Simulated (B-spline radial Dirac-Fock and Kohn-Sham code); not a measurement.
## Te⁵⁺: scattering cross sections and density moments

System: Te⁵⁺, 1s2 2s2 2p6 3s2 3p6 3d10 4s2 4p6 4d10 5s1, inside a Watson sphere of charge -5 and radius 2.7 Å (a model of the Madelung potential; inside it an electron's potential energy is raised by 26.7 eV).

The computed values come from a radial finite-basis atomic code: Dirac-Fock densities.

| Property | Result |
| --- | --- |
| Sum of ⟨r⟩ | 24.24 bohr |
| Sum of ⟨r²⟩ | 22.30 bohr² |
| Sum of ⟨1/r⟩ | 315.25 per bohr |
| Langevin diamagnetic susceptibility | -17.7 × 10⁻⁶ cm³/mol |
| Lamb shielding (α²/3)Σ⟨1/r⟩ | 5596 ppm |

Coherent scattering is the Thomson cross section weighted by f₀², without anomalous dispersion; incoherent scattering is Klein-Nishina weighted by S. The Lamb formula is the non-relativistic shielding expression. Electron correlation is left out.

```
hν (keV)  coherent (b)  incoherent (b)  incoherent per electron (b)
       5         975.2           4.644                       0.0988
  8.0478         681.3           7.675                        0.163
 17.4793         310.6           13.93                        0.296
      20         262.8           14.95                        0.318
     100         21.43           20.40                        0.434
     200         6.163           18.10                        0.385
     500         1.073           13.38                        0.285
    1000        0.2749           9.868                        0.210
```

Incoherent scattering overtakes coherent scattering between 100 and 200 keV.
